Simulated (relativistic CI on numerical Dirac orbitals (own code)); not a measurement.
# Ir⁶⁺: 4d photoemission

Computed with this model: Dirac-Coulomb-Breit CI, separate exchange-only KLI orbitals for each configuration, model QED (radiative potential, 1s self-energy scaled to tabulated hydrogen-like ionisation energies), valence Slater integrals scaled by 0.8, multiplet model of photoemission in the sudden approximation; configurations [Xe] 4f14 5d3 → [Kr] 4d9 4f14 5s2 5p6 5d3; 300 K; Lorentzian 2.45 eV and Gaussian 0.6 eV FWHM. Energies are those of the free ion, without screening or charge transfer. The energies are binding energies and can lie tens of eV above those of solids. S is read from ⟨S²⟩ = S(S + 1).

Field parameters in Wybourne normalisation: D4h B²₀ = −7Ds, B⁴₀ = 21(Dq − Dt), B⁴₄ = 21√(5/14) Dq. The field is a parameter set, without covalency.

free ion: ground-state S = 1.35, centroid 402.04 eV. Peaks (eV, height): 395.4 (100), 411.4 (52).

D4h, 10Dq = 40450, Ds = -630, Dt = 1180 cm⁻¹: ground-state S = 1.38, centroid 402.26 eV. Peaks (eV, height): 395.6 (100), 411.6 (60).

Strongest unbroadened transitions for free ion:

```tsv
Energy (eV)	Relative strength
394.98	80.6
395.24	59.4
395.61	100.0
395.63	36.9
396.20	12.0
396.52	2.4
396.99	3.5
398.19	2.0
401.84	3.7
411.09	32.9
411.20	86.2
412.45	2.5
412.71	30.3
412.98	4.8
413.39	17.5
413.91	4.6
414.44	3.2
415.69	6.3
```
